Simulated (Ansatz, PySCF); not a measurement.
Gas-phase reaction (SMILES): F[SiH2][SiH3] → F[SiH2][SiH2] + H atom; the H-Si bond at the site shown breaks (other sites are not compared here).

Geometries: B3LYP-D3(BJ)/def2-TZVP minima from Ansatz (a first-principles code), one conformer each, not searched for the lowest. Correlated levels leave the core frozen unless marked. UHF or UKS for open shells. No spin-orbit coupling. Non-relativistic. CBS marks a two-point X^-3 extrapolation of the correlation energy; Hartree-Fock from the larger set. Thermal terms are rigid-rotor harmonic-oscillator values from B3LYP-D3(BJ) frequencies (PySCF) at 298.15 K and 1 atm. 1 Eh = 627.5095 kcal/mol. Atoms have translation alone. Electronic entropy comes from spin alone.

| species | E, CCSD(T)/CBS(aug-cc-pV(T+d)Z,aug-cc-pV(Q+d)Z) (Ansatz) (Eh) | E, B3LYP-D3(BJ)/def2-TZVPD (Ansatz + dftd3) (Eh) | H - E (Eh) | G - E (Eh) |
|---|---|---|---|---|
| F[SiH2][SiH3] | -680.98981 | -682.00441 | 0.05097 | 0.01566 |
| F[SiH2][SiH2] | -680.34131 | -681.35572 | 0.04142 | 0.00557 |
| H atom | -0.49995 | -0.50215 | 0.00236 | -0.01065 |

Work out ΔE and ΔH, ΔG, ΔS and the equilibrium constant at 298.15 K at the first level, then ΔH at the second.


1. ΔE = [(-680.34131) + (-0.49995)] - [(-680.98981)] = 0.14855 Eh = 93.2 kcal/mol at CCSD(T)/CBS(aug-cc-pV(T+d)Z,aug-cc-pV(Q+d)Z).
2. The terms H - E add up to -0.00719 Eh, so ΔH = (0.14855 + (-0.00719))×627.5095 = 88.7 kcal/mol.
3. The terms G - E add up to -0.02074 Eh, so ΔG = 80.2 kcal/mol, and ΔS = (-0.00719 - (-0.02074))×627509.5/298.15 = 28.5 cal/(mol K).
4. log10 K = -ΔG/(RT ln 10) = -58.8, with RT ln 10 = 1.3642 kcal/mol.
5. With ΔH and ΔS taken as constant, ΔG changes sign near ΔH/ΔS = 3110 K, a rough figure that leaves out heat capacities.
6. At B3LYP-D3(BJ)/def2-TZVPD the same steps give ΔE = 92.0 and ΔH = 87.4 kcal/mol, a shift of -1.3 from the first level.
7. These values are not checked against measurement here, since the tables used lack a sound gas-phase enthalpy of formation for at least one species.
